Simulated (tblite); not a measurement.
C7H14Si2.
Atom-mapped SMILES: `[CH2:1]=[CH:2][C@H:3]1[SiH2:4][CH:5]=[C:6]1[CH2:7][CH2:8][SiH3:9]` (hydrogens: H10, H11 on C1; H12 on C2; H13 on C3; H14, H15 on Si4; H16 on C5; H17, H18 on C7; H19, H20 on C8; H21, H22, H23 on Si9)

Geometry (GFN2-xTB, Å), atoms numbered from 1 in this order:
```xyz
23
C7H14Si2 angstrom
C     -2.2793    1.4508   -1.2865
C     -1.6796    0.3205   -0.9482
C     -1.5407   -0.1857    0.4335
Si    -2.2799   -1.9653    0.7430
C     -0.4243   -2.0842    1.0021
C     -0.1880   -0.7836    0.7725
C      1.0888   -0.0221    0.8245
C      1.5915    0.3416   -0.5778
Si     3.2611    1.2487   -0.5403
H     -2.3874    1.7594   -2.3127
H     -2.6930    2.1143   -0.5441
H     -1.2809   -0.3296   -1.7183
H     -1.8412    0.5878    1.1446
H     -3.1319   -2.0720    1.9258
H     -2.8898   -2.6147   -0.4154
H      0.3045   -2.8331    1.2717
H      1.8428   -0.6236    1.3400
H      0.9355    0.8974    1.3968
H      1.6766   -0.5749   -1.1665
H      0.8387    0.9592   -1.0717
H      3.1131    2.5210    0.1700
H      3.7112    1.4927   -1.9116
H      4.2474    0.4222    0.1615
```

Method: GFN2-xTB as coded in tblite; computed harmonic values from a numerical Hessian at the method's own geometry, unscaled. The method is semi-empirical: single wavenumbers can be off by several per cent or more. Modes of hydrogen on silicon can be 10 to 20 % off. One conformer, not necessarily the lowest.

Harmonic wavenumbers (cm⁻¹): 33.1, 52.6, 71.1, 103.8, 122.7, 136.4, 206.1, 240.5, 249.1, 294.4, 394.0, 450.0, 474.2, 509.6, 512.3, 544.1, 585.9, 605.8, 612.5, 723.6, 740.8, 765.9, 775.7, 784.6, 793.6, 796.2, 810.7, 823.3, 867.8, 885.5, 923.3, 987.1, 1026.7, 1052.6, 1081.7, 1107.2, 1118.9, 1163.4, 1217.7, 1228.8, 1252.9, 1285.6, 1311.1, 1325.2, 1421.4, 1473.2, 1485.5, 1627.9, 1694.9, 2247.3, 2257.3, 2261.7, 2264.4, 2275.3, 2939.5, 2945.3, 2958.8, 2964.1, 2980.3, 3036.5, 3064.5, 3093.1, 3116.7.

A = 1884, B = 596.3, C = 478.6 MHz; mass 154.063 u (most abundant isotopes); point group C1, symmetry number 1.

**Question.** What is the zero-point energy?

**Answer.** ½Σν̃ = 38578 cm⁻¹ = 461.49 kJ/mol.

**Question.** What is S at 500 K and 1 bar for an ideal gas of classical rigid rotors and harmonic oscillators?

**Answer.** Translation 182.43, rotation 135.19, vibration 279.01: S = 596.6 J/(mol K).

**Question.** And Cp and H(500 K) − H(0)?

**Answer.** Cp = 301.19 J/(mol K), of which vibrations give 267.93 (their classical limit is 63 R = 523.8); H(500 K) − H(0) = 87.02 kJ/mol without the zero-point energy, 70.39 from vibrations.

**Question.** Which modes carry the vibrational entropy at 500 K?

**Answer.** 33.1 cm⁻¹: 27.87; 52.6 cm⁻¹: 24.02; 71.1 cm⁻¹: 21.52; 103.8 cm⁻¹: 18.39; 122.7 cm⁻¹: 17.01; 136.4 cm⁻¹: 16.14 J/(mol K); the other 57 give 154.05 together.

**Question.** Blend soft modes into free rotors: weight 1/[1 + (100 cm⁻¹/ν̃)⁴] for the oscillator and the rest for a rotor with moment μB/(μ + B), μ = h/(8π²ν), B = 10⁻⁴⁴ kg m². What vibrational entropy results?

**Answer.** 254.33 J/(mol K) in place of 279.01, which changes −T·S at 500 K by +12.34 kJ/mol.

**Question.** What must be added to the electronic energy to get the Gibbs energy at 500 K and 1 bar?

**Answer.** ZPE + [H(500 K) − H(0)] − T·S = 461.49 + 87.02 − 298.31 = 250.20 kJ/mol.

**Question.** How do the functions run with temperature in this model?

**Answer.** 
```tsv
T (K)	S (J/(mol K))	Cp (J/(mol K))	H − H(0) (kJ/mol)	G − H(0) (kJ/mol)	ln q(vib)
100	317.4	92.5	6.35	-25.39	2.78
200	397.4	146.1	18.19	-61.29	6.32
300	467.8	205.1	35.76	-104.58	9.77
800	759.3	389.8	191.89	-415.55	26.39
1000	850.6	427.8	273.86	-576.74	32.39
```

q(vib) and H(0) count from the zero-point level.

Hindered rotation and anharmonicity are outside this model. Other conformers, if any are populated, would add a mixing term that is left out. The structure is chiral; the term R ln 2 for an equal mix with its mirror image is left out.
